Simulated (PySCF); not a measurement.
## Dipole moment and polarisability of `[SiH3]N([SiH3])[SiH]1N[SiH2]N1`

Compound: H11N3Si4.
Structure used (PBE0-D3(BJ)/def2-SVP), in Å, numbered top down from 1:
```
atom  x, y, z in Å
Si1   -1.1443    1.5516   -0.1303
N2    -1.0458   -0.1894    0.1293
Si3   -2.5098   -1.1498    0.1514
Si4    0.5584   -0.8236    0.3594
N5     1.6312   -0.8374   -1.0175
Si6    2.7142    0.3473   -0.3321
N7     1.6261    0.3774    1.0404
H8    -1.0027    2.3261    1.1386
H9    -0.1139    2.0079   -1.1080
H10   -2.5028    1.8295   -0.6940
H11   -3.1608   -1.1953   -1.1946
H12   -2.1555   -2.5415    0.5607
H13   -3.5029   -0.5891    1.1188
H14    0.4101   -2.1252    1.0675
H15    1.5350   -1.2181   -1.9470
H16    2.8383    1.6306   -1.0922
H17    4.1000   -0.1274   -0.0280
H18    1.7142    0.7555    1.9723
```

Level: CAM-B3LYP/def2-SVPD (PySCF), static field, nuclei fixed, core orbitals frozen in the response. The polarisability tensor in these axes (au):

```
x   140.06   5.23  -2.46
y     5.23 118.23  -3.03
z    -2.46  -3.03 103.46
```

Task: Give the principal values, the mean and the anisotropy Δα = √{½[(α1 − α2)² + (α2 − α3)² + (α1 − α3)²]}.

Result: Principal values 102.81, 117.45 and 141.50 au; mean 120.59 au = 17.87 Å³ = 19.88 × 10⁻⁴⁰ C²·m²/J; Δα = 33.83 au (28 % of the mean).

Task: What is the dipole moment, and where does it point?

Result: (0.47, -0.02, 0.02) D, 0.47 D in size, pointing from the negative to the positive side. Measured along this direction, the outermost atoms are H13 at the negative end and H17 at the positive end.

Task: Along which axes do the principal values lie, and how far do the nuclei extend along each?

Result: Largest value along (0.97, 0.23, -0.08), where the nuclei span 7.57 Å; middle along (-0.24, 0.96, -0.17), 4.77 Å; least along (0.04, 0.18, 0.98), 4.21 Å. The response follows the extents in order.

Task: Refractivity n − 1 of an ideal gas of it at 400 K and 1 atm, from the electronic α?

Result: N = p/kT = 1.8347 × 10¹⁹ cm⁻³, so n − 1 = 2π × N × 17.87 × 10⁻²⁴ cm³ = 2060 × 10⁻⁶ at long wavelengths, for an ideal gas.

Task: Give the eigenvalues of the traceless quadrupole moment Θ = ½Σq(3rr − r²1), origin at the centre of nuclear charge.

Result: -6.03, -1.99, 8.02 D·Å. The values depend on the origin, since the dipole doesn't vanish. The electronic extent ⟨r²⟩ about the same centre is 1801 bohr², a root-mean-square distance of 2.39 Å for the 88 electrons.

Task: Sum over states: ᾱ = Σ f/ω², ω in Eh. What share falls to these 10 lowest TDDFT singlets (eV, f)? 6.13, 0.0345; 6.35, 0.0012; 6.66, 0.0028; 6.97, 0.0041; 7.06, 0.0110; 7.35, 0.0025; 7.41, 0.0093; 7.43, 0.0369; 7.61, 0.0294; 7.70, 0.0269.

Result: They add up to 2.34 au, 1.9 % of the 120.59 au; the largest single term is 0.68 au, from the state at 6.13 eV. Terms in order: 0.68, 0.02, 0.05, 0.06, 0.16, 0.03, 0.13, 0.49, 0.38, 0.34 au. Higher excitations give the rest. The strengths listed sum to 0.159.

One conformer (not necessarily the lowest) at the PBE0-D3(BJ)/def2-SVP geometry, without solvent, vibrations or thermal averaging.

The run behind these numbers computed excited states and ΔSCF ions as well. Hardware: Arm Neoverse V1, one thread, no GPU, shared host. Cost: 6.6 min wall, 1.4 GiB resident at most.
